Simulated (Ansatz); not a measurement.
The cluster Li₅N₂. Charge 0, multiplicity 2. Geometry B3LYP-D4/def2-TZVP; atoms count from 1.

Cartesian coordinates in Å:
```
Li 1.214 0.567 1.038
Li 1.406 -1.858 -0.627
Li -1.173 -1.081 0.577
Li -0.041 0.514 -1.615
Li -1.404 1.860 0.627
N 0.423 -0.562 -0.189
N -0.425 0.560 0.189
```

The structure comes from a short search, and lower isomers may exist.

**Question.** Estimate the Mulliken populations from the PBE0/def2-TZVP orbitals of Ansatz.

**Answer.** 
| atom | charge (e) | spin (α − β) |
| --- | --- | --- |
| Li1 | 0.61 | 0.13 |
| Li2 | 0.30 | 0.36 |
| Li3 | 0.62 | 0.12 |
| Li4 | 0.61 | 0.13 |
| Li5 | 0.30 | 0.36 |
| N6 | -1.22 | -0.05 |
| N7 | -1.22 | -0.05 |
Mulliken values and Mayer orders depend strongly on the basis.

**Question.** Where does the spin sit?

**Answer.** Summed by element: Li 1.10, N -0.10, of 1 unpaired in all. Largest on single atoms: Li2 0.36, Li5 0.36, Li1 0.13.

**Question.** And the Mayer bond orders between bonded heavy atoms (over 0.3)?

**Answer.** Li2–N6 0.56 (1.68 Å); Li5–N7 0.56 (1.68 Å); N6–N7 0.66 (1.46 Å).
